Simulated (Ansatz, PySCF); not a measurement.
Reaction (SMILES): C[SiH2]B(O)O -> C[SiH2][B]O + [OH] (HO) (the B-O bond at the site shown breaks; other sites are not compared here)
Geometries: B3LYP-D3(BJ)/def2-TZVP minima from Ansatz (a first-principles code), one conformer each, not searched for the lowest. Frequencies are from Ansatz or PySCF.
Geometry of the first species:
```
Si
H 1 1.4863
H 1 1.4863 2 107.24
C 1 1.8886 2 109.17 3 -118.15
H 4 1.0911 1 111.28 2 58.47
H 4 1.0928 5 107.45 1 -121.93
H 4 1.0928 5 107.45 6 -116.15
B 1 2.0350 2 110.24 3 120.03
O 8 1.3612 1 119.04 2 -59.10
H 9 0.9670 8 112.88 1 180.00
O 8 1.3731 9 117.44 10 0.00
H 11 0.9610 8 114.50 9 -180.00
```
Charge 0, spin multiplicity 1.

Property: bond dissociation energy (enthalpy at 298 K, with B3LYP-D3(BJ) rigid-rotor harmonic-oscillator terms), in kcal/mol. Cores are frozen in the correlated levels unless marked. Open shells are spin-unrestricted. No spin-orbit coupling. Non-relativistic unless marked X2C. CBS marks a two-point X^-3 extrapolation of the correlation energy; Hartree-Fock from the larger set.

```
level                                                             program  bond dissociation energy (kcal/mol)
---------------------------------------------------------  --------------  -----------------------------------
BLYP/def2-TZVPD                                                    Ansatz                                136.3
revPBE-D3(BJ)/def2-TZVPD                                   Ansatz + dftd3                                136.2
revPBE-D4/def2-TZVPD                                       Ansatz + dftd4                                137.1
revPBE/def2-TZVPD                                                  Ansatz                                133.8
PBE0/6-31G*                                                        Ansatz                                142.0
PBE0/def2-TZVP                                                     Ansatz                                139.9
BHLYP/def2-TZVPD                                                   Ansatz                                134.7
PBE-QIDH/def2-TZVPD                                                Ansatz                                  [?]
RPA@PBE/cc-pV(T+d)Z                                                Ansatz                                135.0
CCSD/cc-pwCVTZ                                                     Ansatz                                  [?]
CCSD/cc-pV(Q+d)Z                                                   Ansatz                                  [?]
X2C-CCSD(T)/cc-pVTZ-DK                                             Ansatz                                  [?]
CCSD(T) with core electrons (1s frozen past Ne)/cc-pwCVTZ          Ansatz                                143.8
CCSD(T)/CBS(cc-pV(T+d)Z,cc-pV(Q+d)Z)                               Ansatz                                145.1
```

### Question
What belongs in the gaps?

### Answer

- PBE-QIDH/def2-TZVPD, bond dissociation energy (kcal/mol): 142.6
- CCSD/cc-pwCVTZ, bond dissociation energy (kcal/mol): 140.4
- CCSD/cc-pV(Q+d)Z, bond dissociation energy (kcal/mol): 141.2
- X2C-CCSD(T)/cc-pVTZ-DK, bond dissociation energy (kcal/mol): 142.9
